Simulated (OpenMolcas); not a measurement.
## Rh3+: effect of the basis set

- Program: OpenMolcas 26.06
- Method: CASSCF
- Active space: 6 electrons in 10 orbitals (4d 5d)
- State averaging: 2S+1 = 5 even, 5 roots; 2S+1 = 3 even, 45 roots; 2S+1 = 1 even, 49 roots
- Spin-orbit coupling: state interaction with AMFI integrals over the reference wave functions, term energies averaged over their components

A. ANO-R2 [7s5p4d2f1g], X2C, finite nucleus; cost of the order of 5 core-minutes
B. ANO-RCC-VTZP [7s6p4d2f1g], DKH2, point nucleus; cost of the order of 5 core-minutes
C. ANO-RCC-VQZP [8s7p5d3f2g1h], DKH2, point nucleus; cost of the order of 8 core-minutes

Energies in cm⁻¹ above 4d⁶ ⁵D₄.

| Level | A | B | C |
| --- | --- | --- | --- |
| 4d⁶ ⁵D₄ | 0.0 | 0.0 | 0.0 |
| 4d⁶ ⁵D₃ | 1488 | 1493 | 1502 |
| 4d⁶ ⁵D₂ | 2365 | 2370 | 2382 |
| 4d⁶ ⁵D₁ | 2933 | 2939 | 2954 |
| 4d⁶ ⁵D₀ | 3204 | 3212 | 3227 |
| 4d⁶ ³H₆ | 19867 | 19827 | 19782 |
| 4d⁶ ³H₄ [64 %] | 20141 | 20096 | 20034 |
| 4d⁶ ³H₅ | 20312 | 20272 | 20228 |
| 4d⁶ ³P₂(1) | 20989 | 20942 | 20877 |
| 4d⁶ ³F₄(1) [63 %] | 22682 | 22640 | 22597 |
| 4d⁶ ³F₃(1) | 23085 | 23040 | 22989 |
| 4d⁶ ³F₂(1) | 23790 | 23746 | 23700 |
| 4d⁶ ³G₅ | 25362 | 25319 | 25278 |
| 4d⁶ ³P₁(1) | 25378 | 25340 | 25312 |
| 4d⁶ ³P₀(1) | 26275 | 26235 | 26196 |
| 4d⁶ ³G₄ | 26746 | 26704 | 26670 |
| 4d⁶ ³G₃ | 27128 | 27086 | 27057 |
| 4d⁶ ¹I₆ | 30603 | 30548 | 30490 |
| 4d⁶ ³D₂ | 31696 | 31638 | 31573 |
| 4d⁶ ³D₁ | 31922 | 31866 | 31809 |
| 4d⁶ ³D₃ | 32211 | 32155 | 32095 |
| 4d⁶ ¹G₄(1) | 33131 | 33078 | 33023 |
| 4d⁶ ¹S₀ | 38007 | 37947 | 37880 |
| 4d⁶ ¹D₂(1) | 39638 | 39576 | 39495 |

Among A to C the level of the table that moves most is 4d⁶ ¹D₂(1), by 140 cm-1 (lowest in C, highest in A).

Without dynamic correlation excited terms often stand tens of per cent too high (terms of higher spin than the ground term too low), and those without a measured partner can miss by more than the paired ones. Active for correlation alone: 5d; no level in the range computed is led by a configuration that fills it, so any true level of that kind is missing. Levels of configurations outside the active space are missing. Levels that lie high or do not pair safely by name in every column are left out.

A share in square brackets marks a mixed level and gives the weight of the term that names it, the lowest over the columns. A number in round brackets counts repeated terms of one configuration in the order of the reference energies.
